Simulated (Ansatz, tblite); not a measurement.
Cost and result up the ladder for SbTe4 (5 atoms). Total charge 0; doublet. Geometry: PBE-D4/def2-SVP.

```xyz
5

Sb   -1.877   -1.402    0.180
Te    0.793   -1.933    0.772
Te    2.117    0.020   -0.684
Te    0.681    2.077    0.424
Te   -1.715    1.238   -0.692
```

Ansatz on 4 threads of Intel Xeon 6975P-C on a shared host; xTB runs through tblite on one thread. Times are rough, summed over both states, and most runs start from the orbitals of an earlier one. PBE0-D4/def2-TZVP serves as the yardstick here, not as an exact answer. Differences are given only for rows in sets of like size (and for xTB, whose basis is part of the method), since another set adds its own error. The other state is a quartet at its own geometry.

In the def2 sets Sb, Te take a core potential, while STO-3G treats all electrons; there is no spin–orbit coupling. The xTB rows come from tblite. B3LYP takes the VWN-RPA correlation. Correlated methods freeze 20 core orbitals; core or outer-core shells of Sb, Te are correlated, in sets that lack core-valence functions. The rows differ in basis, and correlated rows in double-zeta sets carry the largest basis error. In CCSD on the charge 0 quartet the largest single amplitude is 0.19, so its Hartree–Fock determinant may place the open shell otherwise than the density functionals do. The structure comes from a short search, and lower isomers may exist.

Correlated methods converge slowly with the basis, most of all in double-zeta sets (MP2 moves by 0.20 eV from def2-SVP to def2-TZVP here).

xTB has no spin-polarisation term.

| level | functions | wall time | quartet − doublet (eV) | difference from PBE0-D4/def2-TZVP (eV) |
| --- | --- | --- | --- | --- |
| GFN1-xTB | 45 | 0.015 s | 1.97 | 0.63 |
| GFN2-xTB | 45 | 0.037 s | 1.88 | 0.54 |
| PBE-D4/def2-TZVP | 250 | 9.9 s | 1.20 | -0.15 |
| HF/STO-3G | 135 | 12 s | 1.93 | – |
| r2SCAN-D4/def2-TZVP | 250 | 19 s | 1.18 | -0.17 |
| BHLYP-D4/def2-TZVP | 250 | 25 s | 1.41 | 0.07 |
| PBE0-D4/def2-TZVP | 250 | 26 s | 1.34 | 0.00 |
| B3LYP-D4/def2-TZVP (with forces) | 250 | 27 s | 1.24 | -0.10 |
| MP2/def2-TZVP | 250 | 35 s | 1.81 | 0.46 |
| CCSD(T)/def2-SVP | 130 | 4.2 min | 1.30 | – |
